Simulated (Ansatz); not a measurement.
Geometry optimisation, UKS LDA/def2-SVP (Ansatz).

The input (input.yaml):

```yaml
crystal:
  periodic: [false, false, false]
  atoms:
    - { symbol: B, position_ang: [0.0, -0.000209, -0.066697] }
    - { symbol: Cl, position_ang: [0.0, -3.0e-05, 1.745526] }
    - { symbol: F, position_ang: [1.129774, 9.9e-05, -0.712289] }
    - { symbol: F, position_ang: [-1.129774, 9.9e-05, -0.712289] }
    - { symbol: H, position_ang: [0.0, 4.1e-05, 4.315749] }
magnetization:
  spin_polarized: true
  initial_magnetization: 1
basis:
  gaussian: { orbitals: def2-SVP }
hamiltonian:
  xc: lda
relax:
  f_tol: 0.03
  max_steps: 50
```

Run as:

```bash
$ ansatz run input.yaml --threads 1 --pin off --max-ram 2048MiB --backend cpu --events-out ev --progress --plain --runs-dir out
```

Question: Where does it end, and by what steps?

Answer: The forces met the threshold. After 7 steps the energy has fallen by 0.059 eV; H5 moved furthest, 0.07 Å.

| step | energy less start (eV) | largest force component (eV/Å) | accepted |
| --- | --- | --- | --- |
| 0 | 0.0000 | 1.582 | yes |
| 1 | -0.0387 | 1.037 | yes |
| 2 | 0.1943 | 2.475 | no |
| 3 | -0.0574 | 0.128 | yes |
| 4 | -0.0578 | 0.050 | yes |
| 5 | -0.0579 | 0.049 | yes |
| 6 | -0.0584 | 0.035 | yes |
| 7 | -0.0590 | 0.004 | yes |

```xyz
5
Properties=species:S:1:pos:R:3
B 0.000 0.003 -0.056
Cl 0.000 -0.020 1.682
F 1.128 0.013 -0.720
F -1.128 0.013 -0.720
H 0.000 -0.009 4.383
```

Whether the end is a true minimum wasn't checked by a vibrational analysis.

The run took 5.5 s on 1 thread of Intel(R) Xeon(R) 6975P-C (Granite Rapids), on a shared host, peak memory 0.15 GiB.
